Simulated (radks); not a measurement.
The numbers below are computed, except where a source is named.
Problem. All-electron atom: Co4+ in [Ar] 3d4 4s1 (not the ground configuration). Level of theory: scalar-relativistic Kohn-Sham, PBE, spin-polarised, spherical densities, finite nucleus; open shells are filled with parallel spins first; Fermi nuclear charge, rms radius 3.7875 fm (a radial shooting solver on a logarithmic mesh with Libxc functionals). Some entries of the table are withheld. Estimate them.

| orbital | occ. | eigenvalue (eV) | <r^2> (bohr^2) |
|---|---|---|---|
| 1s up | 1 | -7665.817 | 0.004248 |
| 1s down | 1 | -7665.728 | 0.004248 |
| 2s up | 1 | -975.3417 | 0.07716 |
| 2s down | 1 | -972.4967 | 0.07684 |
| 2p up | 3 | -845.7889 | 0.06230 |
| 2p down | 3 | -843.6203 | 0.06197 |
| 3s up | 1 | (1) | 0.6479 |
| 3s down | 1 | (2) | 0.6534 |
| 3p up | 3 | -136.8089 | 0.7064 |
| 3p down | 3 | -130.9891 | 0.7152 |
| 3d up | 4 | -76.9961 | 0.8540 |
| 3d down | 0 | -71.1605 | 0.8860 |
| 4s up | 1 | -49.5481 | 4.243 |
| 4s down | 0 | -45.9894 | 4.298 |

Solution. 
(1) 3s up eigenvalue (eV): -174.3692
(2) 3s down eigenvalue (eV): -168.4762
